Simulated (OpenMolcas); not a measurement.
# Cr5+, Mo5+, W5+: d down the group

```
Program             : OpenMolcas
Method              : SS-RASPT2, IPEA 0.25 Eh, imaginary shift 0.1 Eh
Basis               : ANO-RCC-VTZP
Scalar Hamiltonian  : DKH2, point nucleus
Spin-orbit coupling : state interaction with AMFI integrals over the reference wave functions, term energies averaged over their components
```

Active space for each ion: 7 electrons in 8 orbitals (RAS1 p, at most 2 holes; RAS2 d); closed shells correlated by CASPT2: Cr5+ 3s; Mo5+ 4s; W5+ 5s.

Computed levels in cm-1 above 2D 3/2:

```
                               Level  Cr5+  Mo5+   W5+
                              2D 5/2   979  2720  9930
weight of 2D in the lowest level (%)   100   100   100
```

Measured, with the error of the calculation in %. Measured levels: Cr5+ from Sugar and Corliss, J. Phys. Chem. Ref. Data 6, 317 (1977); Mo5+ from Sugar and Musgrove, J. Phys. Chem. Ref. Data 17, 155 (1988); W5+ from the list in J. Phys. B 45, 035002 (2012).

```json
{"Level": "2D 5/2", "Cr5+": "940 (+4.2)", "Mo5+": "2584 (+5.3)", "W5+": "8709 (+14.0)"}
```

The fine-structure level 2D 5/2 changes by a factor of 10.1 from Cr5+ to W5+.

CASPT2 does not keep the components of a term degenerate, so their means are used; among the terms shown or strongly mixed into the levels shown the widest spread is 10 cm-1 (3d 2D, Cr5+). Active for correlation alone: 3p; no level in the range computed is led by a configuration that opens it, so any true level of that kind is missing (holds for Cr5+). Active for correlation alone: 4p; no level in the range computed is led by a configuration that opens it, so any true level of that kind is missing (holds for Mo5+). Active for correlation alone: 5p; no level in the range computed is led by a configuration that opens it, so any true level of that kind is missing (holds for W5+). Computed and measured levels are paired by configuration, term and J; levels that our copy of the source lacks, or whose pairing is in doubt (as where it misses far off the trend of its configuration), stay unpaired and out of the deviations. Levels of configurations outside the active space are missing.
